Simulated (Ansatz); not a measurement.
C2H6Si2, SMILES `C=C[Si][SiH3]` (excited triplet; C–C–Si–Si torsion 0°) (charge 0, multiplicity 3). This triplet is an excited state, 0.68 eV above the relaxed singlet at the level B3LYP/cc-pVTZ // PBE0-D3(BJ)/def2-TZVP (Ansatz, a first-principles code).

Cartesian coordinates (Å):
SMILES: C=C[Si][SiH3]
```xyz
10

C     -1.6127     0.9710    -0.2455
C     -1.6454    -0.3682    -0.1553
Si    -0.1636    -1.4246     0.0759
Si     1.9550    -0.4915     0.2503
H     -2.5186     1.5539    -0.3826
H     -0.6851     1.5326    -0.1861
H     -2.6116    -0.8651    -0.2232
H      2.2941     0.3092    -0.9592
H      2.9221    -1.6106     0.3824
H      2.0657     0.3934     1.4434
```
Charge 0, spin multiplicity 3.

Frozen-core energies in 6-31g from Ansatz at a geometry from PBE0-D3(BJ)/def2-TZVP; the HF reference has <S^2> = 2.21 and the T1 diagnostic is 0.032.

```csv
level,energy (Ha)
HF,-656.87942
MP2,-657.12520
CCSD,-657.18354
```

### Question
Estimate the energies of CCSD(T), CCSDT and CCSDT(Q), and give each level's difference from CCSDT(Q).

### Answer

```json
[
 {"level": "MP2", "energy (Ha)": "-657.12520", "difference from CCSDT(Q) (mHa)": "68.32"},
 {"level": "CCSD", "energy (Ha)": "-657.18354", "difference from CCSDT(Q) (mHa)": "9.97"},
 {"level": "CCSD(T)", "energy (Ha)": "-657.19158", "difference from CCSDT(Q) (mHa)": "1.93"},
 {"level": "CCSDT", "energy (Ha)": "-657.19293", "difference from CCSDT(Q) (mHa)": "0.59"},
 {"level": "CCSDT(Q)", "energy (Ha)": "-657.19351", "difference from CCSDT(Q) (mHa)": "0.00"}
]
```
